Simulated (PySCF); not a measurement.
BH4O3, SMILES OB(O)[OH2+], charge +1. Geometry: PBE-D3(BJ)/def2-SVP. The isomer is the one that the SMILES or the coordinates give; other isomers of the formula were not compared. The values are those of a single conformer.

Question: Give the equilibrium geometry at PBE-D3(BJ)/def2-SVP (PySCF confirms it by a frequency run) as Cartesian coordinates in Å. (Estimate from the structure and the level; the computed values follow.)

Answer: This is not unique; one that fits is 
```xyz
8

O      0.9421    -0.9853    -0.2175
B      0.1648     0.0745    -0.0217
O      0.4254     1.3730    -0.0244
O     -1.2525    -0.4258     0.2410
H      1.8986    -0.8204    -0.3313
H     -0.1881     2.0744     0.2543
H     -1.3863    -1.4010     0.1644
H     -2.0680     0.0797     0.0286
```
Charge +1, spin multiplicity 1.
